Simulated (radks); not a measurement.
The numbers below are computed, except where a source is named.
Q: These are the eigenvalues of the occupied orbitals of an atom or ion with whole-number occupations (hartree). Code: a radial shooting solver on a logarithmic mesh with Libxc functionals. Model: non-relativistic Kohn-Sham, BLYP, spin-unpolarised, spherical densities, point nucleus.

| orbital | eigenvalue |
|---|---|
| 1s | -1787.062 |
| 2s | -285.3418 |
| 2p | -271.7146 |
| 3s | -62.89660 |
| 3p | -56.80233 |
| 3d | -45.44212 |
| 4s | -12.13893 |
| 4p | -9.74189 |
| 4d | -5.46018 |
| 5s | -1.49984 |
| 5p | -0.87313 |
| 4f | -0.23834 |
| 6s | -0.12194 |

Which element is it, and in what charge state? The configuration may be excited.

A: Z = 65, terbium, charge 0: Tb in [Xe] 4f9 6s2. The list shows which subshells hold electrons but not how many an open one holds; the 1s level, -1787.1 hartree, gives Z - s = 59.8 by -(Z - s)^2/2, which with screening narrows Z to a few neighbours, and the depths of the outer levels then fix element, charge and occupations together.
